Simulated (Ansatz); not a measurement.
Ansatz (a program for electronic structure) input (CCSD(T)/aug-cc-pV(D+d)Z):
A basis named .json is the Basis Set Exchange file of that set.

Ansatz 0.2 input:
```yaml
crystal:
  periodic: [false, false, false]
  atoms:
    - {symbol: Si, position_ang: [0.13988429, -0.02547404, 0.33656952]}
    - {symbol: C, position_ang: [1.61668713, -0.40486062, -0.70591463]}
    - {symbol: C, position_ang: [-1.20387603, -1.30404454, 0.04688579]}
    - {symbol: C, position_ang: [-0.48099417, 1.70881280, -0.02552169]}
    - {symbol: H, position_ang: [0.53358578, -0.08536595, 1.77501060]}
    - {symbol: H, position_ang: [1.88834304, -1.41358312, -0.99953332]}
    - {symbol: H, position_ang: [2.31303621, 0.35647088, -1.04207272]}
    - {symbol: H, position_ang: [-0.83902906, -2.31172795, 0.25674889]}
    - {symbol: H, position_ang: [-1.54957794, -1.28044037, -0.98886268]}
    - {symbol: H, position_ang: [-2.06373601, -1.11878567, 0.69431468]}
    - {symbol: H, position_ang: [-0.81107363, 1.79752888, -1.06283498]}
    - {symbol: H, position_ang: [-1.32425217, 1.96326611, 0.62024426]}
    - {symbol: H, position_ang: [0.30342212, 2.44982801, 0.14231523]}
basis:
  gaussian:
    orbitals: aug-cc-pV_D+d_Z.json
magnetization: {spin_polarized: true, initial_magnetization: 1}
correlation: {method: ccsd_t, electrons: outside_noble_gas}
output: {forces: true}
```

Output:

```
Functional definition: HF
integrals: 1.26 GiB planned
1815 factors; integrals over basis functions are off by at most 1.0e-3 eV
1.06 GiB of device memory are held for the factors and their scratch space
mean field: 0.98 GiB planned
mean field evaluation 1: about -11091.6001 eV, gradient 2.7e1 eV
mean field evaluation 2: about -11091.6006 eV, gradient 2.7e1 eV
mean field evaluation 4: about -11096.0717 eV, gradient 2.5e0 eV
mean field evaluation 8: about -11096.1472 eV, gradient 2.5e-3 eV
mean field evaluation 16: about -11096.1449 eV, gradient 2.8e-1 eV
mean field -11096.14724057 eV, -407.7758898524 hartree, gradient 1.8e-6 eV, S^2 0.760752; 0 other end points of the search recorded, 0 dependent functions left out
8 core orbitals not correlated
reference -11096.14724057 eV, -407.7758898524 hartree; 13, 12 occupied and 161, 162 virtual orbitals, 1815 factors
densities: 9.70 GiB planned
second order -14.50903647 eV of doubles, -0.00000000 eV of singles
coupled cluster: 8.02 GiB planned
cycle   1  -15.82330038 eV  change    -1.3e0 eV  update   8.4e-2
cycle   2  -16.28406372 eV  change   -4.6e-1 eV  update   2.6e-2
cycle   3  -16.33749718 eV  change   -5.3e-2 eV  update   9.8e-3
cycle   4  -16.33678592 eV  change    7.1e-4 eV  update   3.9e-3
cycle   5  -16.33640723 eV  change    3.8e-4 eV  update   1.7e-3
cycle   6  -16.33667113 eV  change   -2.6e-4 eV  update   6.9e-4
cycle   7  -16.33678080 eV  change   -1.1e-4 eV  update   2.7e-4
cycle   8  -16.33681773 eV  change   -3.7e-5 eV  update   1.1e-4
cycle   9  -16.33679489 eV  change    2.3e-5 eV  update   4.0e-5
cycle  10  -16.33678229 eV  change    1.3e-5 eV  update   1.6e-5
cycle  11  -16.33678592 eV  change   -3.6e-6 eV  update   6.2e-6
cycle  12  -16.33678563 eV  change    3.0e-7 eV  update   2.8e-6
perturbative correction -0.50105224 eV, -0.0184133302 hartree
the calculation of the forces begins
1.06 GiB of device memory are held for the factors and their scratch space
Total energy: -11112.98507844 eV, -408.3946689809 hartree
Atom 0 at     0.139884    -0.025474     0.336570 Å, force    -0.104355     0.030691     0.235205 eV/Å
Atom 1 at     1.616687    -0.404861    -0.705915 Å, force    -0.134204     0.032657     0.019029 eV/Å
Atom 2 at    -1.203876    -1.304045     0.046886 Å, force     0.209296     0.192928     0.053092 eV/Å
Atom 3 at    -0.480994     1.708813    -0.025522 Å, force     0.099609    -0.264229     0.064079 eV/Å
Atom 4 at     0.533586    -0.085366     1.775011 Å, force     0.030556    -0.004037     0.137071 eV/Å
Atom 5 at     1.888343    -1.413583    -0.999533 Å, force     0.138177    -0.500517    -0.135888 eV/Å
Atom 6 at     2.313036     0.356471    -1.042073 Å, force     0.348644     0.376675    -0.156970 eV/Å
Atom 7 at    -0.839029    -2.311728     0.256749 Å, force     0.158414    -0.462506     0.090793 eV/Å
Atom 8 at    -1.549578    -1.280440    -0.988863 Å, force    -0.163088     0.002736    -0.475647 eV/Å
Atom 9 at    -2.063736    -1.118786     0.694315 Å, force    -0.397127     0.077808     0.287857 eV/Å
Atom 10 at    -0.811074     1.797529    -1.062835 Å, force    -0.151767     0.049918    -0.476781 eV/Å
Atom 11 at    -1.324252     1.963266     0.620244 Å, force    -0.386064     0.123914     0.286749 eV/Å
Atom 12 at     0.303422     2.449828     0.142315 Å, force     0.351911     0.343960     0.071411 eV/Å
Dipole moment:    -0.038596     0.006830    -0.101111 e Å
```

It need not be the lowest isomer of its formula.
